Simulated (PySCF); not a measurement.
This PySCF input asks for the NMR shieldings of SMILES C[SiH2]N[Si@H](C)P, C₂H₁₂NPSi₂; the geometry comes from GFN2-xTB.

```python
import basis_set_exchange as bse
import numpy as np
from pyscf import gto, dft
from pyscf.prop import nmr

atoms = """
C    -3.209047    0.019446   -0.628878
Si   -1.689881    0.182816    0.489857
N    -0.328307   -0.386486   -0.421947
Si    1.301105   -0.610820    0.111498
C     1.913984    0.976916    0.963037
P     2.436638   -1.167301   -1.751041
H    -3.090325    0.582129   -1.550506
H    -4.093265    0.397072   -0.126243
H    -3.401404   -1.015964   -0.895497
H    -1.833288   -0.627686    1.705805
H    -1.459607    1.583648    0.863512
H    -0.538304   -0.755608   -1.335935
H     1.405397   -1.738566    1.055906
H     2.977589    0.927339    1.178146
H     1.741422    1.847962    0.336820
H     1.390496    1.134674    1.900281
H     3.607475   -1.459257   -1.079466
H     2.860561    0.116005   -2.040334
"""
names = dict.fromkeys(["C", "Si", "N", "P", "H"], "pcSseg-1")
basis = {el: gto.basis.parse(bse.get_basis(n, elements=[el], fmt="nwchem")) for el, n in names.items()}
mol = gto.M(atom=atoms, basis=basis, charge=0, verbose=0)
mf = dft.RKS(mol, xc="PBE0")
mf.grids.level = 2
mf.grids.alignment = dft.numint.BLKSIZE   # the property module wants whole blocks of grid points
mf.conv_tol = 1e-9
mf.kernel()

calc = nmr.RKS(mf)   # GIAO
C = mf.mo_coeff
Co = C[:, mf.mo_occ > 0]
resp = mf.gen_response(singlet=True, hermi=2)
def vind(x):   # induced exchange potential for any number of trial vectors
    d = np.einsum("pi,xij,qj->xpq", C, 2 * x.reshape(-1, C.shape[1], Co.shape[1]), Co, optimize=True)
    return np.einsum("xpq,pi,qj->xij", resp(d - d.transpose(0, 2, 1)), C, Co, optimize=True).ravel()
mo1, _ = nmr.rhf.solve_mo1(calc, with_cphf=vind)
sigma = calc.kernel(mo1)
for i, s in enumerate(sigma):   # ppm
    w = np.linalg.eigvalsh((s + s.T) / 2)
    print("%2d %-2s iso %8.1f  s11 %8.1f  s22 %8.1f  s33 %8.1f" % (i, mol.atom_pure_symbol(i), w.mean(), *w))
```

Question: What does it print?

Answer: 
```
 0 C  iso    191.2  s11    182.1  s22    192.3  s33    199.2
 1 Si iso    384.0  s11    354.8  s22    367.1  s33    430.0
 2 N  iso    247.8  s11    209.4  s22    256.6  s33    277.5
 3 Si iso    361.3  s11    315.0  s22    357.6  s33    411.2
 4 C  iso    182.4  s11    173.4  s22    183.4  s33    190.2
 5 P  iso    600.0  s11    547.1  s22    620.8  s33    632.0
 6 H  iso     31.4  s11     27.0  s22     29.5  s33     37.8
 7 H  iso     31.6  s11     27.1  s22     27.9  s33     40.0
 8 H  iso     31.4  s11     27.0  s22     29.3  s33     37.9
 9 H  iso     26.8  s11     23.1  s22     25.5  s33     31.8
10 H  iso     26.8  s11     22.5  s22     26.6  s33     31.4
11 H  iso     31.9  s11     21.8  s22     32.4  s33     41.6
12 H  iso     26.3  s11     23.1  s22     24.6  s33     31.2
13 H  iso     31.6  s11     27.0  s22     29.2  s33     38.5
14 H  iso     31.3  s11     28.1  s22     29.0  s33     36.9
15 H  iso     30.8  s11     26.0  s22     29.1  s33     37.4
16 H  iso     30.8  s11     25.9  s22     27.1  s33     39.2
17 H  iso     30.6  s11     25.8  s22     28.3  s33     37.8
```

These numbers come from an equivalent density-fitted implementation of the same equations, which agrees with the script to about 0.01 ppm for H and up to a few tenths of a ppm for heavy atoms, so last digits may differ.

Question: Turn these shieldings into chemical shifts. Scale: TMS for $^{13}$C (σ = 186.93 ppm), $^{29}$Si (σ = 349.16 ppm), $^{1}$H (σ = 31.72 ppm); $^{15}$N (σ = 267.73 ppm) against NH3; H3PO4 for $^{31}$P (σ = 318.38 ppm) (reference shieldings calculated alike).

Answer: Averaging equivalent atoms: C 4: 4.6; C 0: -4.3; Si 3: -12.1; Si 1: -34.8; N 2: 19.9; P 5: -281.6; H 12: 5.39; H 9: 4.92; H 10: 4.88; H 16/17: 1.03; H 13/14/15: 0.47; H 6/7/8: 0.24; H 11: -0.23 ppm. Experimental scales use liquid or dissolved standards, which lie at an offset from isolated NH3 (liquid NH3: subtract about 20 ppm) and H3PO4.

Size and cost of the density-fitted run: 183 basis functions, 37 s wall time on 1 thread of an Arm Neoverse V1, shared host; peak memory 0.83 GiB.
